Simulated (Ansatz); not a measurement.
A CCSD(T) single point on `C#[C][GeH2][SbH2]`.

```yaml
crystal:
  periodic: [false, false, false]
  atoms:
    - {symbol: C, position_ang: [2.267884, -0.640775, -1.254336]}
    - {symbol: C, position_ang: [1.318144, -0.042208, -0.814287]}
    - {symbol: Ge, position_ang: [-0.197099, 0.829909, -0.067897]}
    - {symbol: Sb, position_ang: [-1.107749, -0.724586, 1.835342]}
    - {symbol: H, position_ang: [3.109366, -1.161822, -1.649899]}
    - {symbol: H, position_ang: [0.267396, 2.173451, 0.516694]}
    - {symbol: H, position_ang: [-1.211886, 1.076673, -1.193427]}
    - {symbol: H, position_ang: [-1.814575, -1.756636, 0.672679]}
    - {symbol: H, position_ang: [-2.542979, 0.199694, 1.938132]}
basis:
  gaussian: {orbitals: def2-TZVPP}
correlation: {method: ccsd_t}
output: {orbitals: {seedname: orbitals}}
```

```sh
$ ansatz run in.yaml --threads 4 --pin off --events-out ev --progress --plain
```

Output of Ansatz, abridged:

```
Functional definition: HF
1543 factors; integrals over basis functions are off by at most 7.4e-4 eV
mean field evaluation 1: about -65120.3957 eV, gradient 2.9e1 eV
mean field evaluation 2: about -65120.6648 eV, gradient 2.9e1 eV
mean field evaluation 4: about -65123.3448 eV, gradient 3.7e0 eV
mean field evaluation 8: about -65123.3917 eV, gradient 2.2e-1 eV
mean field -65123.39204622 eV, -2393.2405154782 hartree, gradient 3.4e-6 eV, S^2 0.000000; 0 other end points of the search recorded, 0 dependent functions left out
15 core orbitals not correlated: weight in the atoms' cores, before any rotation towards them, 1.000 or more for the frozen orbitals, at most 0.000 for the correlated occupied ones
reference -65123.39204622 eV, -2393.2405154782 hartree; 21, 21 occupied and 194, 194 virtual orbitals, 1543 factors
second order -24.89799801 eV of doubles, -0.00000000 eV of singles
cycle   1  -24.41745621 eV  change    4.8e-1 eV  update   1.3e-1
cycle   2  -25.23255491 eV  change   -8.2e-1 eV  update   3.8e-2
cycle   3  -25.33962674 eV  change   -1.1e-1 eV  update   1.8e-2
cycle   4  -25.33157666 eV  change    8.1e-3 eV  update   4.9e-3
cycle   5  -25.33388686 eV  change   -2.3e-3 eV  update   1.8e-3
cycle   6  -25.33436387 eV  change   -4.8e-4 eV  update   5.1e-4
cycle   7  -25.33424073 eV  change    1.2e-4 eV  update   1.8e-4
cycle   8  -25.33425835 eV  change   -1.8e-5 eV  update   6.1e-5
cycle   9  -25.33427936 eV  change   -2.1e-5 eV  update   2.3e-5
perturbative correction -1.03252571 eV, -0.0379446200 hartree
Total energy: -65149.75885130 eV, -2394.2094776926 hartree
```

Hardware: 4 threads of a server CPU on a shared host. Wall time 91 s, peak host memory 4.4 GiB.

The correlation energy is -26.367 eV, 3.9 % of it from (T); the T1 diagnostic reads 0.0132.
